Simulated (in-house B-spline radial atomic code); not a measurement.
Values are calculated unless marked as measured or tabulated.
# Making a Troullier-Martins d channel for Nb, r_c = 1.49 bohr

Nb, [Kr] 4d4 5s1, non-relativistic LDA (VWN5), spherical and spin-unpolarised, from a B-spline radial code for spherical atoms (atomic units). The all-electron 4d level is ε = -0.125251 hartree, its outermost node lies just inside 0.56 bohr and its outer maximum at 1.49 bohr.

Inside r_c the pseudo-orbital is u(r) = r^3 exp(p(r)), with p = c0 + c2 r² + c4 r⁴ + … + c12 r¹². The seven coefficients follow from p and its first four derivatives at r_c, from zero curvature of the screened potential at the origin, c4 = −c2²/(2l + 5), and from the norm inside r_c. At r_c the all-electron orbital has P = 0.7025517, P' = -0.002630025, the screened potential V = -2.031448, V' = 3.326318, V'' = -7.368376, and the norm inside is Q = 0.2958202.

Question: What are p, p' and p'' at r_c?

Answer: p = ln(P/r_c^3) = ln(0.7025517/3.30795) = -1.54936. p' = P'/P − 3/r_c = -0.00374 − 2.01342 = -2.01717. The radial equation gives p'' = 2(V − ε) − 2(3) p'/r_c − p'² = -3.81239 − (-8.12282) − 4.06896 = 0.24146. Differentiating, p''' = 2V' + 2(3)p'/r_c² − 2(3)p''/r_c − 2p'p'' = 1.2029, and p'''' = 2V'' − 4(3)p'/r_c³ + 4(3)p''/r_c² − 2(3)p'''/r_c − 2p''² − 2p'p''' = -6.2217.

For a trial c2 the five matching conditions are linear in c0, c6, c8, c10 and c12, and c2 is varied until the norm inside r_c equals Q. The root nearest zero gives:

| n | c_n |
| --- | --- |
| 0 | 0.5449127 |
| 2 | -1.136117 |
| 4 | -0.143418 |
| 6 | 0.2834901 |
| 8 | -0.1358206 |
| 10 | 0.03094439 |
| 12 | -0.002811063 |

Question: Check c4 and p(r_c), and find the screened pseudopotential at the origin.

Answer: −c2²/9 = -0.143418, as listed. The terms c_n r_c^n are 0.54491, -2.52229, -0.70688, 3.10210, -3.29956, 1.66896, -0.33659, which sum to -1.54936. Inverting the radial equation, V_l(r) = ε + 3 p'/r + (p'' + p'²)/2, so V_l(0) = ε + (2l + 3) c2 = -0.125251 + 7 × (-1.13612) = -8.0781 hartree, finite where the all-electron potential diverges.

Orbitals and screened potentials:

```
r (bohr)        P         u  V all-electron  V pseudo
   0.149  -0.2039  0.005562          -159.8    -8.073
   0.372  -0.2619    0.0757           -36.2    -7.901
   0.596  0.07345    0.2421          -14.91    -7.152
    0.82   0.3903    0.4418          -7.843    -5.727
   1.043   0.5868    0.5962          -4.688     -4.13
   1.266   0.6791    0.6796          -3.006    -2.901
    1.49   0.7026    0.7026          -2.031    -2.031
```

Logarithmic derivatives P'/P at R = 1.79 bohr, for energies E around ε:

```json
{"E − ε (hartree)": "-0.5", "all-electron": "0.523157", "pseudo": "0.522455"}
{"E − ε (hartree)": "-0.25", "all-electron": "0.188211", "pseudo": "0.187965"}
{"E − ε (hartree)": "-0.1", "all-electron": "-0.0523685", "pseudo": "-0.0524187"}
{"E − ε (hartree)": "0", "all-electron": "-0.235003", "pseudo": "-0.235004"}
{"E − ε (hartree)": "0.1", "all-electron": "-0.440136", "pseudo": "-0.440206"}
{"E − ε (hartree)": "0.25", "all-electron": "-0.802673", "pseudo": "-0.803243"}
{"E − ε (hartree)": "0.5", "all-electron": "-1.63356", "pseudo": "-1.63753"}
```

Question: With P(R) = 0.674886 and a norm of 0.4397407 inside R, what slope in energy does norm conservation fix?

Answer: d(P'/P)/dE = −2 × (norm inside R)/P(R)² = -1.9309 per hartree·bohr at E = ε, for both atoms, since orbital and norm agree at R. Differences over ±0.1 hartree give -1.9388 (all-electron) and -1.9389 (pseudo), which also hold third-order terms. Half a hartree below ε the two curves differ by -0.0007.
